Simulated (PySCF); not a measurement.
C8H11N.
Atom-mapped SMILES: `[CH3:1][NH:2][c:3]1[cH:4][cH:5][cH:6][cH:7][c:8]1[CH3:9]` (hydrogens: H10, H11, H12 on C1; H13 on N2; H14 on C4; H15 on C5; H16 on C6; H17 on C7; H18, H19, H20 on C9)

The same species was optimised twice, with GFN2-xTB and with PBE0-D3(BJ)/def2-SVP (PySCF), and the same property calculations (PySCF, gas phase) were run on both structures.

| coordinate | GFN2-xTB | PBE0-D3(BJ)/def2-SVP | change |
| --- | --- | --- | --- |
| C3–C8 (Å) | 1.408 | 1.419 | +0.011 |
| C4–C5 (Å) | 1.382 | 1.393 | +0.011 |
| C6–C7 (Å) | 1.385 | 1.396 | +0.011 |
| C3–C4 (Å) | 1.395 | 1.405 | +0.010 |
| C7–C8 (Å) | 1.383 | 1.392 | +0.009 |
| C5–C6 (Å) | 1.382 | 1.391 | +0.009 |
| C1–N2 (Å) | 1.442 | 1.433 | -0.009 |
| N2–C3 (Å) | 1.383 | 1.378 | -0.005 |
| C8–C9 (Å) | 1.502 | 1.499 | -0.003 |
| C7–C8–C9 (°) | 120.3 | 121.4 | +1.1 |
| C3–C8–C9 (°) | 120.5 | 119.7 | -0.8 |
| C1–N2–C3 (°) | 121.8 | 122.5 | +0.7 |
| C6–C7–C8 (°) | 121.6 | 122.0 | +0.4 |
| C5–C6–C7 (°) | 119.2 | 118.8 | -0.4 |
| C3–C8–C7 (°) | 119.2 | 118.9 | -0.3 |
| C4–C5–C6 (°) | 120.3 | 120.6 | +0.3 |
| C3–C4–C5 (°) | 120.9 | 120.7 | -0.2 |
| C1–N2–C3–C4 (°) | -14 | -9 | +5 |

Rotational constants: A = 2486, B = 1526, C = 958.4 MHz (GFN2-xTB) against A = 2468, B = 1514, C = 950.5 MHz (PBE0-D3(BJ)/def2-SVP).

On the GFN2-xTB structure: HOMO (eV) -5.64 [PBE0/pcSseg-1]; LUMO (eV) 0.22 [PBE0/pcSseg-1]; dipole (D) 2.01 [PBE0/pcSseg-1]; GIAO shielding of C1 (ppm) 154.7 [PBE0/pcSseg-1]; GIAO shielding of N2 (ppm) 193.0 [PBE0/pcSseg-1]; GIAO shielding of C3 (ppm) 35.4 [PBE0/pcSseg-1]; GIAO shielding of C4 (ppm) 74.9 [PBE0/pcSseg-1]; GIAO shielding of C5 (ppm) 53.8 [PBE0/pcSseg-1]; GIAO shielding of C6 (ppm) 65.0 [PBE0/pcSseg-1]; GIAO shielding of C7 (ppm) 51.2 [PBE0/pcSseg-1]; GIAO shielding of C8 (ppm) 62.1 [PBE0/pcSseg-1].

Question: What do these properties become on the PBE0-D3(BJ)/def2-SVP structure?

Answer: 
| property | level | on GFN2-xTB | on PBE0-D3(BJ)/def2-SVP | change |
| --- | --- | --- | --- | --- |
| HOMO (eV) | PBE0/pcSseg-1 | -5.64 | -5.59 | +0.05 |
| LUMO (eV) | PBE0/pcSseg-1 | 0.22 | 0.16 | -0.06 |
| dipole (D) | PBE0/pcSseg-1 | 2.01 | 2.12 | +0.11 |
| energy, GFN2-xTB geometry as zero (kcal/mol) | PBE0/pcSseg-1 | 0.0 | -0.3 | -0.3 |
| GIAO shielding of C1 (ppm) | PBE0/pcSseg-1 | 154.7 | 154.0 | -0.7 |
| GIAO shielding of N2 (ppm) | PBE0/pcSseg-1 | 193.0 | 192.8 | -0.2 |
| GIAO shielding of C3 (ppm) | PBE0/pcSseg-1 | 35.4 | 34.1 | -1.3 |
| GIAO shielding of C4 (ppm) | PBE0/pcSseg-1 | 74.9 | 73.5 | -1.4 |
| GIAO shielding of C5 (ppm) | PBE0/pcSseg-1 | 53.8 | 51.1 | -2.7 |
| GIAO shielding of C6 (ppm) | PBE0/pcSseg-1 | 65.0 | 63.5 | -1.5 |
| GIAO shielding of C7 (ppm) | PBE0/pcSseg-1 | 51.2 | 49.2 | -2.0 |
| GIAO shielding of C8 (ppm) | PBE0/pcSseg-1 | 62.1 | 61.5 | -0.6 |

The heavy atoms differ by 0.019 Å rms after alignment. Among bonds between heavy atoms C3–C4, C3–C8, C4–C5 and C6–C7 change most and about equally (+0.010 to +0.011 Å). Changes are differences of the printed values. Neither structure is proved a minimum here.

The values belong to the conformer `[CH3:1][NH:2][c:3]1[cH:4][cH:5][cH:6][cH:7][c:8]1[CH3:9]`: C1–N2–C3–C4 -9°.
